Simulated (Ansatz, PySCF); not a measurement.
Molecule: SnBr (charge 0, doublet). 
Coordinates optimised at B3LYP-D3(BJ)/def2-TZVP (Ansatz, a first-principles code):
SMILES: [Br][Sn]
```xyz
2

Sn     0.0000     0.0000    -1.0486
Br     0.0000     0.0000     1.4979
```
Charge 0, spin multiplicity 2.

Quantity: vertical ionisation energy (to the singlet state of charge +1; each state is the SCF solution reached for its spin), in eV. Correlated levels leave the core frozen unless marked. Open shells are spin-unrestricted. No spin-orbit coupling. Frozen are the shells of the preceding noble gas and the d and f shells that filled before the atom's block. Past Kr the def2 sets carry scalar-relativistic core potentials. CBS(X,Y): correlation extrapolated as X^-3; Hartree-Fock from the larger set.

```tsv
level	program	vertical ionisation energy (eV)	minus last row
SVWN5/def2-TZVPD	Ansatz	7.07	0.01
PBE/def2-TZVPD	Ansatz	6.93	-0.13
r2SCAN/def2-TZVPD	Ansatz	7.14	0.08
B3LYP/def2-TZVPD	Ansatz	7.07	0.01
PBE0/def2-TZVPD	Ansatz	7.10	0.04
BHLYP/def2-TZVPD	Ansatz	7.10	0.04
CAM-B3LYP/def2-TZVPD	Ansatz	7.19	0.13
wB97M-V/def2-TZVPD	Ansatz	7.12	0.06
wB97X-V/def2-TZVPD	Ansatz	7.10	0.04
CCSD/def2-SVPD	Ansatz	6.91	-0.15
CCSD/def2-TZVPPD	Ansatz	6.99	-0.07
CCSD/def2-QZVPPD	Ansatz	7.04	-0.02
CCSD/CBS(def2-TZVPPD,def2-QZVPPD)	Ansatz	7.07	0.01
CCSD(T)/def2-SVPD	Ansatz	6.87	-0.19
CCSD(T)/def2-TZVPPD	Ansatz	6.96	-0.10
CCSD(T)/def2-QZVPPD	Ansatz	7.01	-0.05
CCSD(T)/CBS(def2-TZVPPD,def2-QZVPPD)	Ansatz	7.06	0.00
```

For comparison, minus the highest occupied orbital energy (PySCF): 6.17 eV at CAM-B3LYP/def2-TZVPD, 4.16 eV at BP86/def2-TZVPD, 4.55 eV at TPSSh/def2-TZVPD.
